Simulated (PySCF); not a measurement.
An equivalent PySCF input for F³⁺ (fluorine, charge +3), [He] 2s2 2p2, high-spin 3P determinant, with no relativity, point nucleus:

```python
from pyscf import gto, scf, dft, mp, cc
import basis_set_exchange as bse
mol = gto.M(atom="F 0 0 0", charge=3, spin=2, symmetry="D2h",
            basis=gto.basis.parse(bse.get_basis("pcseg-2", elements=["F"], fmt="nwchem", header=False)))
mf = scf.UHF(mol)
mf.irrep_nelec = {'Ag': (2, 2), 'B1u': (1, 0), 'B2u': (1, 0)}
mf.kernel()
```

It reaches the same state as the run whose output follows, and the same energy. The run itself started from symmetry-adapted Hartree-Fock orbitals and held the occupation by maximum overlap, so the iterations belong to that start.

```
SCF conv_tol = 1e-09
number electrons alpha = 4  beta = 2
cycle= 1 E= -95.3115288209254  delta_E= -0.00384  |g|= 0.0263  |ddm|= 0.0216
cycle= 2 E= -95.3116788229452  delta_E= -0.00015  |g|= 0.00529  |ddm|= 0.00468
cycle= 3 E= -95.3116858008104  delta_E= -6.98e-06  |g|= 0.00014  |ddm|= 0.0013
cycle= 4 E= -95.3116858059596  delta_E= -5.15e-09  |g|= 3.22e-06  |ddm|= 4.4e-05
cycle= 5 E= -95.3116858059617  delta_E= -2.13e-12  |g|= 1.74e-07  |ddm|= 9.67e-07
converged SCF energy = -95.3116858059617  <S^2> = 2.0032194  2S+1 = 3.0021455
```
